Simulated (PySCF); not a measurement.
Br4Hf, charge -1, doublet, geometry from GFN2-xTB (such geometries of metal compounds can be far from the true shape) (the multiplicity is a formal guess) (core potentials on Hf); DF-HF/def2-SVP run with PySCF.

The PySCF input:
```python
from pyscf import gto, scf

mol = gto.Mole()
mol.atom = '''
    Hf   -0.000000   -0.000000    0.000000
    Br    1.982655   -0.575252   -1.454717
    Br    0.767575    0.306478    2.386407
    Br   -1.057251    2.139766   -0.825628
    Br   -1.692979   -1.870992   -0.106061
'''
mol.basis = 'def2-svp'
mol.ecp = {'Hf': 'def2-svp'}
mol.charge = -1
mol.spin = 1
mol.verbose = 4
mol.build()

mf = scf.UHF(mol)
mf = mf.density_fit(auxbasis='def2-universal-jkfit')
mf.kernel()
```

It wrote (shortened):

```
PySCF version 2.14.0

[INPUT] verbose = 4
[INPUT] num. atoms = 5
[INPUT] num. electrons = 153
[INPUT] charge = -1
[INPUT] spin (= nelec alpha-beta = 2S) = 1
[INPUT] symmetry False subgroup None
[INPUT] Mole.unit = angstrom
[INPUT] Symbol           X                Y                Z      unit          X                Y                Z       unit  Magmom
[INPUT]  1 Hf     0.000000000000   0.000000000000   0.000000000000 AA    0.000000000000   0.000000000000   0.000000000000 Bohr   0.0
[INPUT]  2 Br     1.982655000000  -0.575252000000  -1.454717000000 AA    3.746674949500  -1.087068732608  -2.749016718749 Bohr   0.0
[INPUT]  3 Br     0.767575000000   0.306478000000   2.386407000000 AA    1.450506530063   0.579159483204   4.509655651745 Bohr   0.0
[INPUT]  4 Br    -1.057251000000   2.139766000000  -0.825628000000 AA   -1.997914834923   4.043571710656  -1.560210800772 Bohr   0.0
[INPUT]  5 Br    -1.692979000000  -1.870992000000  -0.106061000000 AA   -3.199266644640  -3.535662461252  -0.200426242497 Bohr   0.0

nuclear repulsion = 1295.12567921133
number of shells = 60
number of NR pGTOs = 353
number of NR cGTOs = 160
basis = def2-svp
ecp = {'Hf': 'def2-svp'}

******** <class 'pyscf.df.df_jk.DFUHF'> ********
method = DFUHF
initial guess = minao
damping factor = 0
level_shift factor = 0
DIIS = <class 'pyscf.scf.diis.CDIIS'>
diis_start_cycle = 1
diis_space = 8
diis_damp = 0
SCF conv_tol = 1e-09
SCF conv_tol_grad = None
SCF max_cycles = 50
direct_scf = False
number electrons alpha = 77  beta = 76
Set gradient conv threshold to 3.16228e-05
******** <class 'pyscf.df.df.DF'> ********
auxbasis = def2-universal-jkfit
init E= -10319.1206761219

cycle= 1 E= -10336.169312616  delta_E=  -17  |g|= 0.431  |ddm|= 5.44
cycle= 2 E= -10336.2304765133  delta_E= -0.0612  |g|= 0.165  |ddm|= 0.823
cycle= 3 E= -10336.245838135  delta_E= -0.0154  |g|= 0.0495  |ddm|= 0.278
cycle= 4 E= -10336.2477700688  delta_E= -0.00193  |g|= 0.0127  |ddm|= 0.0842
cycle= 5 E= -10336.2479130724  delta_E= -0.000143  |g|= 0.00467  |ddm|= 0.0286
cycle= 6 E= -10336.2479471524  delta_E= -3.41e-05  |g|= 0.00112  |ddm|= 0.0187
cycle= 7 E= -10336.2479502432  delta_E= -3.09e-06  |g|= 0.000414  |ddm|= 0.00597
cycle= 8 E= -10336.2479507707  delta_E= -5.27e-07  |g|= 0.000136  |ddm|= 0.00283
cycle= 9 E= -10336.2479508373  delta_E= -6.66e-08  |g|= 4.09e-05  |ddm|= 0.00116
cycle= 10 E= -10336.2479508446  delta_E= -7.25e-09  |g|= 2.79e-05  |ddm|= 0.000283
cycle= 11 E= -10336.2479508495  delta_E= -4.96e-09  |g|= 2.52e-05  |ddm|= 0.000185
cycle= 12 E= -10336.2479508542  delta_E= -4.64e-09  |g|= 2.46e-05  |ddm|= 0.000161
cycle= 13 E= -10336.2479508594  delta_E= -5.21e-09  |g|= 2.45e-05  |ddm|= 0.000173
cycle= 14 E= -10336.2479508634  delta_E= -3.99e-09  |g|= 2.45e-05  |ddm|= 0.000133
cycle= 15 E= -10336.2479508686  delta_E= -5.29e-09  |g|= 2.45e-05  |ddm|= 0.000173
cycle= 16 E= -10336.2479508908  delta_E= -2.22e-08  |g|= 2.44e-05  |ddm|= 0.000736
cycle= 17 E= -10336.2479510564  delta_E= -1.66e-07  |g|= 2.42e-05  |ddm|= 0.00554
cycle= 18 E= -10336.2479512518  delta_E= -1.95e-07  |g|= 2.42e-05  |ddm|= 0.00663
cycle= 19 E= -10336.2479512659  delta_E= -1.41e-08  |g|= 2.47e-05  |ddm|= 0.000485
cycle= 20 E= -10336.2479534358  delta_E= -2.17e-06  |g|= 0.000695  |ddm|= 0.112
cycle= 21 E= -10336.2479534203  delta_E= 1.55e-08  |g|= 0.000602  |ddm|= 0.00772
cycle= 22 E= -10336.2479533472  delta_E= 7.31e-08  |g|= 0.000836  |ddm|= 0.0154
cycle= 23 E= -10336.2479533418  delta_E= 5.43e-09  |g|= 0.000926  |ddm|= 0.00982
cycle= 24 E= -10336.2479535659  delta_E= -2.24e-07  |g|= 0.000817  |ddm|= 0.00198
cycle= 25 E= -10336.2479535613  delta_E= 4.68e-09  |g|= 0.00114  |ddm|= 0.0551
cycle= 26 E= -10336.2479544274  delta_E= -8.66e-07  |g|= 0.000168  |ddm|= 0.0406
cycle= 27 E= -10336.2479541893  delta_E= 2.38e-07  |g|= 0.000946  |ddm|= 0.0875
cycle= 28 E= -10336.2479549481  delta_E= -7.59e-07  |g|= 0.000223  |ddm|= 0.0299
cycle= 29 E= -10336.2479550052  delta_E= -5.71e-08  |g|= 0.000259  |ddm|= 0.0175
cycle= 30 E= -10336.2479550753  delta_E= -7.01e-08  |g|= 0.000163  |ddm|= 0.0137
cycle= 31 E= -10336.2479551058  delta_E= -3.05e-08  |g|= 3.71e-05  |ddm|= 0.00748
cycle= 32 E= -10336.2479551072  delta_E= -1.41e-09  |g|= 4.66e-06  |ddm|= 0.000481
cycle= 33 E= -10336.2479551072  delta_E= -4.37e-11  |g|= 1.03e-06  |ddm|= 0.00013
Extra cycle  E= -10336.2479551072  delta_E= -3.64e-12  |g|= 2.98e-07  |ddm|= 1.76e-06
converged SCF energy = -10336.2479551072  <S^2> = 0.75434286  2S+1 = 2.0043382
```
